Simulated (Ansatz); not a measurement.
Reaction (SMILES): ClC(Cl)(Cl)Cl → Cl[C](Cl)Cl + Cl atom (the C-Cl bond at the site shown breaks; other sites are not compared here)
Structures are relaxed separately at B3LYP-D3(BJ)/def2-TZVP in Ansatz (an electronic-structure program).
Geometry of the first species:
```
C
Cl 1 1.7795
Cl 1 1.7795 2 109.47
Cl 1 1.7795 2 109.47 3 -120.00
Cl 1 1.7795 2 109.47 4 -120.00
```
Charge 0, spin multiplicity 1.

Property: bond dissociation energy (electronic energy difference), in eV. Valence correlation only, unless marked. Open shells are spin-unrestricted. No spin-orbit coupling. No relativistic terms. Basis-set limits of correlation are two-point, X^-3; Hartree-Fock from the larger set. [CCSD(T)-MP2]/basis is that difference in the basis named.

```json
[
 {"level": "HF/cc-pV(D+d)Z", "program": "Ansatz", "bond dissociation energy (eV)": "1.37"},
 {"level": "B97M-V/def2-TZVPD", "program": "Ansatz", "bond dissociation energy (eV)": "2.93"}
]
```

**Question.** What does RI-MP2/CBS(cc-pV(T+d)Z,cc-pV(Q+d)Z)+[CCSD(T)-MP2]/cc-pV(T+d)Z (Ansatz) give?

**Answer.** 3.06 eV, so B97M-V/def2-TZVPD differs from it by -0.13 eV.
